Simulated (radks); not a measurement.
Effect of the nuclear size on neutral chlorine, [Ne] 3s2 3p5. Calculated with a radial shooting solver on a logarithmic mesh with Libxc functionals: Dirac Kohn-Sham, relativistic LDA (MacDonald-Vosko exchange, VWN5 correlation), spin-unpolarised, spherical densities, finite nucleus; open shells fill j = l - 1/2 first; Fermi nuclear charge, rms radius 3.3654 fm. The rms radius is varied about that value; shifts are against it.

rms radius (fm)  total energy shift (eV)  density at nucleus (e/bohr^3)  1s1/2 shift (meV)  2s1/2 shift (meV)
2.7966                          -0.00430                           3568              -1.81             -0.132
3.2577                         -0.000874                           3558             -0.367             -0.027
3.3654                                 0                           3555              0.000              0.000
3.5067                           0.00119                           3553              0.499              0.037
3.712                            0.00300                           3549               1.26              0.092

Slopes of the eigenvalues against <r^2> in GHz/fm^2, as finite differences over the two radii next to the reference (eigenvalue slopes, not the field-shift constants of lines): 1s1/2 124, 2s1/2 9.11.
